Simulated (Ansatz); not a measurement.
Geometry optimisation, RKS B3LYP/STO-3G in Ansatz 0.2.0.

Input:

```yaml
crystal:
  periodic: [false, false, false]
  atoms:
    - { symbol: Si, position_ang: [0.0, 0.0, 0.0] }
    - { symbol: Cl, position_ang: [0.0, 0.0, 2.13] }
    - { symbol: Si, position_ang: [2.0935, 0.0, -0.7393] }
    - { symbol: H, position_ang: [2.5508, -1.3762, -0.9079] }
    - { symbol: H, position_ang: [2.1573, 0.6939, -2.0222] }
    - { symbol: H, position_ang: [2.951, 0.6823, 0.2255] }
    - { symbol: "N", position_ang: [-0.8572, 1.4851, -0.6061] }
    - { symbol: C, position_ang: [-2.2719, 1.4087, -0.9981] }
    - { symbol: H, position_ang: [-2.8245, 0.7784, -0.2704] }
    - { symbol: H, position_ang: [-2.7088, 2.429, -1.0098] }
    - { symbol: H, position_ang: [-2.3521, 0.9607, -2.0106] }
    - { symbol: C, position_ang: [-0.1354, 2.762, -0.7039] }
    - { symbol: H, position_ang: [-0.2436, 3.1711, -1.73] }
    - { symbol: H, position_ang: [-0.5567, 3.4827, 0.0276] }
    - { symbol: H, position_ang: [0.9399, 2.5975, -0.4831] }
    - { symbol: "N", position_ang: [-0.8572, -1.4851, -0.6061] }
    - { symbol: C, position_ang: [-1.5991, -2.3398, 0.332] }
    - { symbol: H, position_ang: [-1.2218, -2.1735, 1.3626] }
    - { symbol: H, position_ang: [-2.6791, -2.0872, 0.2887] }
    - { symbol: H, position_ang: [-1.4574, -3.4051, 0.0541] }
    - { symbol: C, position_ang: [-0.8082, -1.8308, -2.034] }
    - { symbol: H, position_ang: [-1.6103, -1.2865, -2.5747] }
    - { symbol: H, position_ang: [0.1794, -1.5432, -2.4511] }
    - { symbol: H, position_ang: [-0.9565, -2.9241, -2.1559] }
basis:
  gaussian: { orbitals: STO-3G }
hamiltonian:
  xc: b3lyp
relax:
  f_tol: 0.02
  max_steps: 40
```

Run as:

```bash
$ ansatz run input.yaml --threads 1 --pin off --max-ram 2048MiB --backend cpu --events-out ev --progress --plain --runs-dir out
```

Where does it end, and by what steps?

It converged. The force dipped under the threshold on the way, but the program's further checks kept it going. Limits of this set-up: minimal basis. After 19 steps the energy has fallen by 0.669 eV; H10 moved furthest, 1.50 Å.

```tsv
step	energy less start (eV)	largest force component (eV/Å)	accepted
0	0.0000	2.831	yes
1	-0.3946	1.318	yes
2	-0.4821	0.291	yes
3	-0.5191	0.331	yes
4	-0.5434	0.373	yes
5	-0.5638	0.474	yes
6	-0.5985	0.175	yes
7	-0.6143	0.285	yes
8	-0.6329	0.196	yes
9	-0.6413	0.136	yes
10	-0.6476	0.426	yes
11	-0.6589	0.096	yes
12	-0.6632	0.128	yes
13	-0.6647	0.093	yes
14	-0.6658	0.065	yes
15	-0.6671	0.033	yes
16	-0.6677	0.009	yes
17	-0.6683	0.018	yes
18	-0.6685	0.023	yes
19	-0.6687	0.014	yes
```

```xyz
24
Properties=species:S:1:pos:R:3
Si 0.050 -0.018 -0.197
Cl -0.087 0.105 1.950
Si 2.236 0.047 -0.835
H 2.863 -1.224 -0.557
H 2.346 0.318 -2.250
H 2.941 1.080 -0.113
N -0.816 1.345 -0.902
C -2.299 1.423 -0.699
H -2.751 0.434 -0.884
H -2.585 1.751 0.324
H -2.733 2.143 -1.418
C -0.194 2.704 -0.783
H -0.667 3.391 -1.510
H -0.306 3.152 0.228
H 0.883 2.646 -1.016
N -0.699 -1.546 -0.577
C -1.894 -2.065 0.142
H -1.925 -1.629 1.156
H -2.851 -1.831 -0.374
H -1.830 -3.167 0.238
C -0.528 -2.139 -1.931
H -1.315 -1.824 -2.651
H 0.451 -1.848 -2.354
H -0.557 -3.245 -1.868
```

Whether the end is a true minimum wasn't checked by a vibrational analysis.

The run took 6.9 min on 1 thread of Intel(R) Xeon(R) Processor @ 2.50GHz (Skylake/Cascade Lake) (shared host), peak memory 0.25 GiB.
